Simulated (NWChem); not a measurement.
System: AlGeH4OF; SMILES [OH][Al]([F])[GeH3]

```xyz
8

Al    -0.1826     0.9984    -0.0249
F      1.1365     2.0037    -0.1668
Ge     0.0544    -1.4515    -0.0001
H      0.5400    -1.9842    -1.3711
H      1.0918    -1.9124     1.0529
H     -1.2859    -2.1515     0.3233
O     -1.7298     1.7108     0.0990
H     -1.8440     2.6703     0.0857
```
Atoms are numbered in this order, from 1.

Results from NWChem. Pople sets run with spherical d functions. Coordinates come from a B3LYP/6-31G* (spherical d) optimisation. GIAO values for the isolated, static molecule; σ is the absolute isotropic shielding, δ = σ(reference) − σ with the isolated reference molecule computed at the same levels (19F: trichlorofluoromethane, 1H: tetramethylsilane, 17O: water).

Problem. Predict the results for B3LYP/6-31G*. Quantities: σ Al1 (ppm); δ F2 (ppm); σ Ge3 (ppm); δ H4 (rotor mean) (ppm); δ O7 (ppm); δ H8 (ppm).

Solution. 
| Quantity | Result |
|---|---|
| σ Al1 (ppm) | 471.6 |
| δ F2 (ppm) | -128.1 |
| σ Ge3 (ppm) | 1858.6 |
| δ H4 (rotor mean) (ppm) | 3.58 |
| δ O7 (ppm) | 50.5 |
| δ H8 (ppm) | 2.38 |
